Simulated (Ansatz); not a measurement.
Input file for Ansatz (an electronic-structure program): U-r2SCAN/cc-pVTZ on BF2H (SMILES FBF), a point of a bond scan (R = 1.318 Å).

Ansatz 0.2 input:
```yaml
crystal:
  periodic: [false, false, false]
  atoms:
    - {symbol: B, position_ang: [-0.23542436, -0.38535740, 0.08189990]}
    - {symbol: H, position_ang: [-0.84419732, -1.38183527, 0.29368107]}
    - {symbol: F, position_ang: [0.89919528, -0.13880538, 0.70491879]}
    - {symbol: F, position_ang: [-0.67460427, 0.50643007, -0.78304996]}
basis:
  gaussian:
    orbitals: cc-pVTZ
hamiltonian:
  xc: {name: r2SCAN}
magnetization: {spin_polarized: true, initial_magnetization: 0}
```

It printed:

```
WARN ansatz: RAYON_NUM_THREADS=1 ignored (pool sized by the plan → 1); use --threads N
Functional definition: r2SCAN
integrals: 0.02 GiB planned
564 factors; their error is unknown
mean field: 0.30 GiB planned
mean field evaluation 1: about -6127.3739 eV, gradient 2.6e1 eV
mean field evaluation 2: about -6125.3378 eV, gradient 3.9e1 eV
mean field evaluation 4: about -6129.0678 eV, gradient 4.0e-1 eV
mean field evaluation 8: about -6129.0452 eV, gradient 1.8e-1 eV
mean field evaluation 16: about -6129.0453 eV, gradient 7.3e-5 eV
mean field -6129.04529390 eV, -225.2382601349 hartree, gradient 9.9e-6 eV, S^2 0.000000; 0 other end points of the search recorded, 0 dependent functions left out
reference -6129.04530373 eV, -225.2382604959 hartree; 12, 12 occupied and 92, 92 virtual orbitals, 564 factors
Total energy: -6129.04530373 eV, -225.2382604959 hartree
```

Self-consistency was reached.

Cost: around 2.8 core-seconds (rough).
